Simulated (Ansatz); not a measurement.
One geometry of CH5AlOSe, several functionals.

```yaml
crystal:
  periodic: [false, false, false]
  atoms:
    - {symbol: O, position_ang: [0.225592, 1.242994, -1.412629]}
    - {symbol: C, position_ang: [0.192243, 0.681605, -0.178973]}
    - {symbol: Al, position_ang: [0.865710, -1.136662, 0.195085]}
    - {symbol: Se, position_ang: [-1.621035, -0.540556, 0.051849]}
    - {symbol: H, position_ang: [-0.334327, 2.026727, -1.452085]}
    - {symbol: H, position_ang: [0.023240, 1.394720, 0.631540]}
    - {symbol: H, position_ang: [1.255693, -2.038493, -1.044953]}
    - {symbol: H, position_ang: [1.255573, -1.413797, 1.706815]}
    - {symbol: H, position_ang: [-1.774191, -0.262837, 1.486250]}
basis:
  gaussian: {orbitals: def2-TZVPP}
hamiltonian: {xc: {name: wB97M-V}}
output: {forces: true, orbitals: {seedname: orbitals}}
```

```sh
$ ansatz run in.yaml --threads 4 --pin off --events-out ev --progress --plain --max-ram 10444MiB
```

Shortened log:

```
Functional definition: wB97M-V
1293 factors; their error is unknown
294 factors; integrals over basis functions are off by at most 9.8e-6 eV
mean field evaluation 1: about -75103.9865 eV, gradient 4.1e1 eV
mean field evaluation 2: about -75103.7599 eV, gradient 4.5e1 eV
mean field evaluation 4: about -75107.2295 eV, gradient 1.7e0 eV
mean field evaluation 8: about -75107.2434 eV, gradient 4.8e-2 eV
mean field evaluation 16: about -75107.4803 eV, gradient 1.2e-4 eV
mean field -75107.48032609 eV, -2760.1489923052 hartree, gradient 5.6e-5 eV, S^2 0.000000; 0 other end points of the search recorded, 0 dependent functions left out
reference -75107.48037850 eV, -2760.1489942310 hartree; 33, 33 occupied and 189, 189 virtual orbitals, 1293 factors
Total energy: -75107.48037850 eV, -2760.1489942310 hartree
Atom 0 at     0.225592     1.242994    -1.412629 Å, force    -0.075806     0.180019    -0.274732 eV/Å
Atom 1 at     0.192243     0.681605    -0.178973 Å, force    -0.007622    -0.122075     0.411029 eV/Å
Atom 2 at     0.865710    -1.136662     0.195085 Å, force     0.114845    -0.096463     0.019664 eV/Å
Atom 3 at    -1.621035    -0.540556     0.051849 Å, force    -0.018439     0.073815     0.077493 eV/Å
Atom 4 at    -0.334327     2.026727    -1.452085 Å, force     0.044559    -0.074455    -0.001322 eV/Å
Atom 5 at     0.023240     1.394720     0.631540 Å, force     0.016427    -0.070479    -0.094998 eV/Å
Atom 6 at     1.255693    -2.038493    -1.044953 Å, force    -0.042035     0.101324     0.127312 eV/Å
Atom 7 at     1.255573    -1.413797     1.706815 Å, force    -0.045376     0.029646    -0.156346 eV/Å
Atom 8 at    -1.774191    -0.262837     1.486250 Å, force     0.013446    -0.021332    -0.108099 eV/Å
Dipole moment:    -0.253014     0.575894     0.144310 e Å
```

It took 9 s on 4 threads of an Arm Neoverse V2 on a shared host, with 0.79 GiB of host memory at the peak.

Changing it to `hamiltonian: {xc: {name: B3LYP}, dispersion: d4}` (abridged; 3.3 s):

```
Functional definition: B3LYP
mean field evaluation 16: about -75114.7236 eV, gradient 4.3e-5 eV
mean field -75114.72357275 eV, -2760.4151767102 hartree, gradient 4.3e-5 eV, S^2 0.000000
Total energy: -75115.05553285 eV, -2760.4273760190 hartree
Atom 0 force    -0.001124     0.144292    -0.255200 eV/Å
Atom 1 force     0.218129     0.028902     0.372107 eV/Å
Atom 2 force     0.178259    -0.098778     0.015656 eV/Å
Atom 3 force    -0.371818    -0.151413    -0.011990 eV/Å
Atom 4 force     0.000797     0.039532    -0.055597 eV/Å
Atom 5 force     0.033272    -0.042515    -0.090274 eV/Å
Atom 6 force    -0.017935     0.060488     0.090352 eV/Å
Atom 7 force    -0.015922     0.011139    -0.111564 eV/Å
Atom 8 force    -0.023658     0.008351     0.046511 eV/Å
Dipole moment:    -0.265592     0.573922     0.138228 e Å
```

B3LYP takes the VWN-RPA correlation (the form of Gaussian; ORCA's B3LYP/G).
